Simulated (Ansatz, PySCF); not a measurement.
BeCl2, SMILES [Be]([Cl])[Cl]. Atoms are numbered in the order given.

```xyz
3

Be     0.0000     0.0000     0.0000
Cl     0.0000     0.0000    -1.8041
Cl     0.0000     0.0000     1.8041
```

Coordinates come from a B3LYP-D3(BJ)/def2-TZVP optimisation. The isomer is the one that the SMILES or the coordinates give; other isomers of the formula were not compared.

Two levels are set side by side: PBE-D3(BJ)/def2-TZVP (Ansatz, a first-principles code) and B3LYP-D3(BJ)/def2-TZVP (Ansatz). Each level has its own optimised geometry; the coordinates shown are those of the second. Frequencies come from the Hessian of PySCF at each geometry. Differences are taken from unrounded values.

```csv
quantity,B3LYP-D3(BJ)
mean bond length (Å),1.804
bond Be1–Cl2 (Å),1.804
bond Be1–Cl3 (Å),1.804
highest harmonic wavenumber (cm⁻¹),1125
mean harmonic wavenumber (cm⁻¹),499
zero-point energy (kcal/mol),2.85
```

**Question.** What does PBE-D3(BJ) give, and how far is it from B3LYP-D3(BJ)? (An estimate is asked for; the answer gives what the named calculation found.)

**Answer.** 
| quantity | PBE-D3(BJ) | PBE-D3(BJ) minus B3LYP-D3(BJ) |
|---|---|---|
| mean bond length (Å) | 1.809 | 0.005 |
| bond Be1–Cl2 (Å) | 1.809 | 0.005 |
| bond Be1–Cl3 (Å) | 1.809 | 0.005 |
| highest harmonic wavenumber (cm⁻¹) | 1115 | -10 |
| mean harmonic wavenumber (cm⁻¹) | 492 | -7 |
| zero-point energy (kcal/mol) | 2.81 | -0.04 |

Here PBE gives about what the other level gives.
